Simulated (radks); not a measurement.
Results of a calculation; reference values are marked as such.
Question: The rhenium ion Re+, 74 electrons, occupied as [Xe] 4f14 5d5 6s1. Level of theory: scalar-relativistic Kohn-Sham, LDA (Slater exchange, VWN5 correlation), spin-polarised, spherical densities, point nucleus; open shells are filled with parallel spins first (spin-orbit coupling, left out, can overturn this in heavy ions); hard spherical wall at 3.5 bohr (a radial shooting solver on a logarithmic mesh with Libxc functionals). Some entries of the table are withheld. Estimate them.

orbital  occ.  eigenvalue (hartree)  <r> (bohr)
1s up       1             -2631.517     0.01804
1s down     1             -2631.515     0.01804
2s up       1             -456.2843     0.07625
2s down     1             -456.2737     0.07625
2p up       3             -398.3211     0.06836
2p down     3             -398.3122     0.06836
3s up       1             -105.6117      0.1976
3s down     1             -105.6064      0.1976
3p up       3             -88.52437      0.1980
3p down     3             -88.51887      0.1980
3d up       5             -69.12610      0.1793
3d down     5             -69.11824      0.1793
4s up       1             -22.01072      0.4408
4s down     1             -21.99965      0.4408
4p up       3             -16.40432      0.4689
4p down     3             -16.39301      0.4689
4d up       5              -9.37253      0.5005
4d down     5              -9.35880      0.5001
5s up       1              -3.19408       1.043
5s down     1              -3.10744       1.035
5p up       3              -1.81187       1.221
5p down     3              -1.70206       1.209
4f up       7              -1.56848      0.5847
4f down     7              -1.54465      0.5797
5d up       5              -0.27535       1.643
5d down     0              -0.13618       1.634
6s up       1              -0.08423       2.097
6s down     0               0.05143       2.108
6p up       0               0.40076       2.160
6p down     0               0.52480       2.174
5f up       0               0.90642       2.135
5f down     0               1.04637       2.147
7s up       0               2.22054         (1)
7s down     0               2.32882         (2)

Answer: 
(1) 7s up <r> (bohr): 2.113
(2) 7s down <r> (bohr): 2.111
